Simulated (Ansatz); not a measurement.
Reactions of CH6BNSSi (`C[SiH]1SB1N`).

Isolated molecules relaxed with PBE0-D4/def2-TZVP in Ansatz; ΔE leaves out vibrations. CBS: MP2 limit from def2 TZ/QZ plus the TZ coupled-cluster correction, frozen cores. Double bonds are as drawn, so ΔE can hold a change between cis and trans. DFT in def2-TZVPP. B3LYP here is the variant with VWN-RPA as its local correlation; programs differ in this. Elements past krypton have def2 core potentials. For Br, In, Sc outer-core shells are correlated without core-valence functions, which leaves a few kJ/mol of doubt a bond. Scalar relativity is left out up to krypton. One conformer a species, not always the lowest.

```csv
reaction,CCSD(T)/CBS(def2) (kcal/mol)
`C[SiH]1SB1N` + `OB(Br)Br` → `NB1[SiH2]S1` + `COB(Br)Br`,22.6
`C[SiH]1SB1N` + `[OH][Sc]([Cl])[Cl]` → `C[O][Sc]([Cl])[Cl]` + `NB1[SiH2]S1`,21.5
`C[SiH]1SB1N` + `O=C/C=[CH]/[AlH2]` → `C[SiH]1BS1` + `N/[C]([AlH2])=C\C=O`,?
`C[SiH]1SB1N` + `[NH2][In]([F])[F]` → `C[NH][In]([F])[F]` + `NB1[SiH2]S1`,21.6
```

(1) Fill in the missing values. (Best estimate.)

Largest T1 diagnostic: 0.016, for `[NH2][In]([F])[F]`.

Answers

(1) The calculation gave: `C[SiH]1SB1N` + `O=C/C=[CH]/[AlH2]` → `C[SiH]1BS1` + `N/[C]([AlH2])=C\C=O`: +33.5 kcal/mol.
